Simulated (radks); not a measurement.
The numbers below are computed, except where a source is named.
Species: Ga2+. Configuration: [Ar] 3d10 4s1 (the NIST ground configuration).

Level of theory: non-relativistic Kohn-Sham, PBE, spin-polarised, spherical densities, point nucleus; open shells are filled with parallel spins first (a radial shooting solver on a logarithmic mesh with Libxc functionals).

Energy parts (Ry):
part                       energy
total                 -3847.20556
kinetic                3844.69391
electron-nucleus      -9167.29189
Hartree                1623.87763
exchange-correlation   -148.48520

Orbitals (lengths in bohr, moments of r in powers of bohr; r(90%) holds 90 % of the orbital's charge):
| orbital | occ. | eigenvalue (Ry) | r(90%) | <r> |
|---|---|---|---|---|
| 1s up | 1 | -743.2184 | 0.0880 | 0.04943 |
| 1s down | 1 | -743.2140 | 0.0880 | 0.04943 |
| 2s up | 1 | -92.03274 | 0.342 | 0.2215 |
| 2s down | 1 | -92.03181 | 0.342 | 0.2215 |
| 2p up | 3 | -81.70895 | 0.314 | 0.1922 |
| 2p down | 3 | -81.70726 | 0.314 | 0.1922 |
| 3s up | 1 | -12.01718 | 0.993 | 0.6629 |
| 3s down | 1 | -12.01145 | 0.992 | 0.6624 |
| 3p up | 3 | -8.66867 | 1.05 | 0.6842 |
| 3p down | 3 | -8.66116 | 1.05 | 0.6833 |
| 3d up | 5 | -2.93466 | 1.37 | 0.7979 |
| 3d down | 5 | -2.91675 | 1.35 | 0.7901 |
| 4s up | 1 | -1.92913 | 3.11 | 2.101 |
| 4s down | 0 | -1.82595 | 3.09 | 2.093 |

The highest occupied level is 4s up at -26.247 eV. Virial ratio -V/T = 2.00065.
